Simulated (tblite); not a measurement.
Species: C8H8N2.
SMILES with atom numbers: `[CH3:1][c:2]1[cH:3][cH:4][cH:5][c:6]2[nH:7][n:8][cH:9][c:10]12` (hydrogens: H11, H12, H13 on C1; H14 on C3; H15 on C4; H16 on C5; H17 on N7; H18 on C9)

Structure optimised with GFN2-xTB, isolated species.

What internal coordinates does the optimisation give?

```json
{"bond": "C1–C2", "length (Å)": "1.497", "order": "single"}
{"bond": "C2–C3", "length (Å)": "1.380", "order": "aromatic"}
{"bond": "C3–C4", "length (Å)": "1.400", "order": "aromatic"}
{"bond": "C4–C5", "length (Å)": "1.375", "order": "aromatic"}
{"bond": "C5–C6", "length (Å)": "1.391", "order": "aromatic"}
{"bond": "C6–N7", "length (Å)": "1.358", "order": "aromatic"}
{"bond": "N7–N8", "length (Å)": "1.341", "order": "aromatic"}
{"bond": "N8–C9", "length (Å)": "1.307", "order": "aromatic"}
{"bond": "C9–C10", "length (Å)": "1.421", "order": "aromatic"}
{"bond": "C2–C10", "length (Å)": "1.402", "order": "aromatic"}
{"bond": "C6–C10", "length (Å)": "1.417", "order": "aromatic"}
{"bond": "C1–H11, C1–H12, C1–H13", "length (Å)": "1.088", "order": "single"}
{"bond": "C3–H14", "length (Å)": "1.081", "order": "single"}
{"bond": "C4–H15", "length (Å)": "1.080", "order": "single"}
{"bond": "C5–H16", "length (Å)": "1.079", "order": "single"}
{"bond": "N7–H17", "length (Å)": "1.006", "order": "single"}
{"bond": "C9–H18", "length (Å)": "1.072", "order": "single"}
```

Bonds in one row agree within 0.01 Å and their mean is given. Orders are formal, as drawn. A selection of angles:
```json
{"angle": "C1–C2–C3", "degrees": "121.4"}
{"angle": "C1–C2–C10", "degrees": "121.8"}
{"angle": "C3–C2–C10", "degrees": "116.8"}
{"angle": "C2–C3–C4", "degrees": "122.4"}
{"angle": "C3–C4–C5", "degrees": "121.8"}
{"angle": "C4–C5–C6", "degrees": "116.7"}
{"angle": "C5–C6–N7", "degrees": "131.9"}
{"angle": "C5–C6–C10", "degrees": "122.1"}
{"angle": "N7–C6–C10", "degrees": "105.9"}
{"angle": "C6–N7–N8", "degrees": "111.9"}
{"angle": "N7–N8–C9", "degrees": "107.3"}
{"angle": "N8–C9–C10", "degrees": "111.1"}
{"angle": "C2–C10–C9", "degrees": "135.9"}
{"angle": "C2–C10–C6", "degrees": "120.2"}
{"angle": "C6–C10–C9", "degrees": "103.9"}
{"angle": "H17–N7–C6", "degrees": "128.3"}
{"angle": "H17–N7–N8", "degrees": "119.8"}
```

The C–N distances run from 1.307 Å (N8–C9, aromatic) to 1.358 Å (C6–N7, aromatic), a spread of 0.051 Å. N7 (pyrrole-type nitrogen) is planar (angles 128.3°, 119.8° and 111.9°, sum 360.0°, 0.00 Å off the plane of its three neighbours). Of the pairs four or more bonds apart, C9···H12 is among the closest relative to their van der Waals radii: 2.81 Å, 97 % of the sum of Bondi's values. The 10 heavy atoms lie in one plane (0.005 Å rms). The 6-membered ring C2–C3–C4–C5–C6–C10 has internal angles of 116.7° to 122.4° (sum 720°, against 720° for a flat polygon); it is planar, 0.00 Å rms from its mean plane, widest ring torsion 0°. The 8 C–C bonds span 1.375 Å (C4–C5, aromatic) to 1.497 Å (C1–C2, drawn single), a spread of 0.122 Å. The 5-membered ring C6–N7–N8–C9–C10 has internal angles of 103.9° to 111.9°; it is planar, 0.00 Å rms from its mean plane, widest ring torsion 0°.

Point group: near Cs, missed by 0.28 Å at most; the miss may be what the optimiser left on a soft mode. GFN2-xTB frequencies show an imaginary mode (84i cm⁻¹), so the point is no minimum at that level.

The run took 0.18 s wall on one thread, Intel Xeon 6975P-C (x86_64), on a shared host. These figures are those of the optimisation.

These are computed values.
